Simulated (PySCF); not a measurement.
Spinor energies of Au⁶¹⁺ (gold, charge +61)

Start: [Ar]. Calculated with PySCF 2.14 in an even-tempered Gaussian basis (17 s from 6.8 bohr⁻², ratio 2.6; 14 p from 8.8 bohr⁻², ratio 2.6; 5 d from 9 bohr⁻², ratio 2.8; 3 f from 140 bohr⁻², ratio 2.8): generalised Hartree-Fock with the X2C-1e Hamiltonian and a Gaussian nucleus; spin-orbit coupling (SO) screened by Boettger's factors.

```csv
spinor shell,electrons,"ε, screened SO (eV)",weight of nominal j (screened SO),"rms radius, screened SO (bohr)"
1s1/2,2,-85871.4,1.000,0.0190
2s1/2,2,-19045.4,1.000,0.0761
2p1/2,2,-18466.5,1.000,0.0643
3s1/2,2,-7450.5,1.000,0.184
3p1/2,2,-7212.6,1.000,0.175
3p3/2,4,-6727.3,1.000,0.188
```

Problem. Where does 2p3/2 lie, and what is the 2p spin-orbit splitting (screened SO)?

Solution. At -16595.0 eV, 1871.6 eV above 2p1/2.

```
   quantity   screened SO
E (hartree)  -15012.23589
        M_J             0
       ⟨J²⟩         0.000
       ⟨L²⟩         0.075
       ⟨S²⟩         0.075
```

Breit and QED terms are absent; they matter most for the inner s and p1/2 levels.

Densities and radii are taken from the X2C orbitals without a picture-change correction, which distorts them close to the nucleus.
